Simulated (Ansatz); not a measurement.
O₂Si₂, SMILES [si]12=[si](o1)o2.

The structure is a stationary point at B3LYP-D3(BJ)/def2-SVP.

Two levels are set side by side: PBE/def2-SVPD (Ansatz, a quantum-chemistry and plane-wave program) and PBE0/def2-SVPD (Ansatz). Energy differences of separate SCF runs at the same geometry; the states with an electron removed or added have multiplicity 2 and 2. Differences are taken from unrounded values.

```
quantity                            PBE
---------------------------------  ----
vertical ionisation energy (eV)    9.02
vertical electron affinity (eV)    0.82
vertical singlet–triplet gap (eV)  2.21
```

Q: These are the PBE values. What does PBE0 give? (Estimate from the structure and the level; the computed values follow.)

A: 
```json
[
 {"quantity": "vertical ionisation energy (eV)", "PBE0": "9.23", "PBE minus PBE0": "-0.21"},
 {"quantity": "vertical electron affinity (eV)", "PBE0": "0.73", "PBE minus PBE0": "0.09"},
 {"quantity": "vertical singlet–triplet gap (eV)", "PBE0": "2.49", "PBE minus PBE0": "-0.28"}
]
```
